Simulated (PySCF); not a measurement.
SiEt2(NCO)2, C6H10N2O2Si.
SMILES: `CC[Si](CC)(N=C=O)N=C=O`

The closed-shell ground state was solved at several levels (PySCF, density fitting, gas phase, non-relativistic). One conformer (not necessarily the lowest) at the PBE0-D3(BJ)/def2-SVP geometry, without solvent, vibrations or thermal averaging.

| level | basis functions | HOMO (eV) | LUMO (eV) | gap (eV) | dipole (D) |
| --- | --- | --- | --- | --- | --- |
| KT2/pcSseg-1 | 244 | -6.92 | -0.62 | 6.30 | 3.40 |
| B3LYP/def2-SVPD | 310 | -7.96 | -0.23 | 7.73 | 3.75 |

**Question.** What might PBE0/pcSseg-1 (244 basis functions) give for the same quantities?

**Answer.** HOMO -8.14 eV, LUMO 0.44 eV, gap 8.58 eV, dipole 3.54 D.

**Question.** Over all these levels, which gives the widest orbital gap and which the narrowest?

**Answer.** PBE0/pcSseg-1 (global hybrid, 25 % exact exchange) has the widest, 8.58 eV, and KT2/pcSseg-1 (GGA) the narrowest, 6.30 eV. The two share the basis. From the narrowest to the widest the HOMO moves by -1.22 eV and the LUMO by +1.06 eV.

**Question.** How far do the dipole and the HOMO energy spread over the levels?

**Answer.** The dipole runs from 3.40 to 3.75 D (mean 3.57 D) and the HOMO from -8.14 to -6.92 eV.
